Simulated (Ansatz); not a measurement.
Consider the ligand exchange at the Si–S bond: `N[SiH](O)S` + CH₃OH → `CO[SiH](N)O` + H₂S.

Calculated with Ansatz (gas phase, PBE0-D4/def2-TZVP geometries, no zero-point term in ΔE). CCSD(T)/CBS is the MP2 limit (def2-TZVPP, def2-QZVPP) plus CCSD(T) − MP2 in def2-TZVPP, frozen cores. This one scheme is used for every species. Functionals use def2-TZVPP. HSE06 is defined as in plane-wave codes. One conformer a species, not always the lowest.

```tsv
level	ΔE (kcal/mol)	difference from CCSD(T)/CBS
CAM-B3LYP-D4	-13.8	-1.8
ωB97M-V	-12.1	-0.1
PBE	-8.8	3.2
r2SCAN	-11.3	0.7
PBE0	-9.6	2.4
HSE06	-9.5	2.5
LC-ωPBE	-10.9	1.1
RPA@PBE/def2-TZVPP	-13.5	-1.5
CCSD(T)/def2-SVP	-13.1	-1.1
CCSD(T)/def2-TZVPP	-12.9	-0.9
CCSD(T)/CBS	-12.0	0
```

Largest T1 diagnostic among the species: 0.011.

From BLYP to BHLYP (50 % exact exchange), in def2-TZVPP and without D4, ΔE moves by −2.0 kcal/mol. At CCSD(T), def2-SVP lies −1.1 kcal/mol from the extrapolated value and def2-TZVPP −0.9 kcal/mol.
